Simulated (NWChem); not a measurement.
System: thiourea (CH$_{4}$N$_{2}$S); SMILES NC(N)=S

NWChem printed, in part:

```
             Northwest Computational Chemistry Package (NWChem) 7.3.0
             --------------------------------------------------------

 C2  symmetry detected

                             Geometry "geometry" -> ""
                             -------------------------

 Output coordinates in angstroms (scale by  1.889725989 to convert to a.u.)

  No.       Tag          Charge          X              Y              Z
 ---- ---------------- ---------- -------------- -------------- --------------
    1 N                    7.0000    -0.02742040     1.15447831    -1.02349892
    2 C                    6.0000     0.00000000     0.00000000    -0.31761025
    3 N                    7.0000     0.02742040    -1.15447831    -1.02349892
    4 S                   16.0000     0.00000000     0.00000000     1.32888724
    5 H                    1.0000     0.18167229     1.16388355    -2.00826282
    6 H                    1.0000     0.11392648     2.00478035    -0.50551184
    7 H                    1.0000    -0.18167229    -1.16388355    -2.00826282
    8 H                    1.0000    -0.11392648    -2.00478035    -0.50551184

 Effective nuclear repulsion energy (a.u.)     158.6437694744

      Symmetry information
      --------------------

 Group name             C2
 Group number              4
 Group order               2
 No. of unique centers     5

                                Z-matrix (autoz)
                                --------

 Units are Angstrom for bonds and degrees for angles

[...]

      ----------------------
      Optimization converged
      ----------------------

  Step       Energy      Delta E   Gmax     Grms     Xrms     Xmax
  ---- ---------------- -------- -------- -------- -------- --------
@    7    -548.20984522 -1.9D-06  0.00008  0.00004  0.00093  0.00178
                                     ok       ok       ok       ok

                                Z-matrix (autoz)
                                --------

 Units are Angstrom for bonds and degrees for angles

[...]

 Rotational Constants
 --------------------
 A=   0.351158 cm-1  (  0.505227 K)
 B=   0.168453 cm-1  (  0.242361 K)
 C=   0.114299 cm-1  (  0.164448 K)

 Temperature                      =   298.15K
 frequency scaling parameter      =   1.0000

 Zero-Point correction to Energy  =   38.624 kcal/mol  (  0.061552 au)
 Thermal correction to Energy     =   41.579 kcal/mol  (  0.066261 au)
 Thermal correction to Enthalpy   =   42.171 kcal/mol  (  0.067204 au)

 Total Entropy                    =   68.090 cal/mol-K
   - Translational                =   38.883 cal/mol-K (mol. weight =  76.0095)
   - Rotational                   =   23.594 cal/mol-K (symmetry #  =        2)
   - Vibrational                  =    5.613 cal/mol-K

 Cv (constant volume heat capacity) =   16.508 cal/mol-K
   - Translational                  =    2.979 cal/mol-K
   - Rotational                     =    2.979 cal/mol-K
   - Vibrational                    =   10.549 cal/mol-K

[normal modes left out]

 ----------------------------------------------------------------------------
 Normal Eigenvalue ||           Projected Infra Red Intensities
  Mode   [cm**-1]  || [atomic units] [(debye/angs)**2] [(KM/mol)] [arbitrary]
 ------ ---------- || -------------- ----------------- ---------- -----------
    1       -0.000 ||    0.006336           0.146         6.177       0.937
    2        0.000 ||    0.002369           0.055         2.309       0.350
    3        0.000 ||    0.003725           0.086         3.632       0.551
    4        0.000 ||    0.002444           0.056         2.382       0.361
    5        0.000 ||    0.000279           0.006         0.272       0.041
    6        0.000 ||    0.003870           0.089         3.773       0.572
    7      363.486 ||    0.135874           3.135       132.457      20.089
    8      399.891 ||    0.021696           0.501        21.150       3.208
    9      411.204 ||    0.295167           6.810       287.743      43.640
   10      460.044 ||    0.010121           0.234         9.867       1.496
   11      526.525 ||    0.066417           1.532        64.747       9.820
   12      591.884 ||    0.139945           3.229       136.425      20.691
   13      638.985 ||    0.062021           1.431        60.462       9.170
   14      766.292 ||    0.009118           0.210         8.889       1.348
   15     1082.024 ||    0.055492           1.280        54.097       8.204
   16     1088.089 ||    0.014894           0.344        14.520       2.202
   17     1430.181 ||    0.276335           6.375       269.385      40.856
   18     1449.308 ||    0.101315           2.337        98.767      14.979
   19     1658.965 ||    0.212024           4.892       206.692      31.347
   20     1684.109 ||    0.072115           1.664        70.301      10.662
   21     3550.713 ||    0.041258           0.952        40.220       6.100
   22     3558.124 ||    0.008398           0.194         8.187       1.242
   23     3685.241 ||    0.066680           1.538        65.003       9.859
   24     3685.845 ||    0.015387           0.355        15.000       2.275
 ----------------------------------------------------------------------------
```

Level: B3LYP/6-31G* (spherical d). 

### Question
Write an input that gives this output.

### Answer
One answer among several that fit: the input that was run:
```
start job
memory heap 200 mb stack 900 mb global 1100 mb
geometry units angstroms
  N      0.814175    -1.293082    -0.431950
  C     -0.092604    -0.371333    -0.032018
  N     -1.339895    -0.814616     0.250209
  S      0.304499     1.220654     0.105243
  H      0.636962    -2.277342    -0.316204
  H      1.772115    -0.991711    -0.485141
  H     -1.637676    -1.734682    -0.029741
  H     -2.047988    -0.114309     0.389772
end
basis spherical
  * library 6-31g*
end
dft
  xc b3lyp
  iterations 150
end
driver
  maxiter 120
end
task dft optimize
task dft freq
```
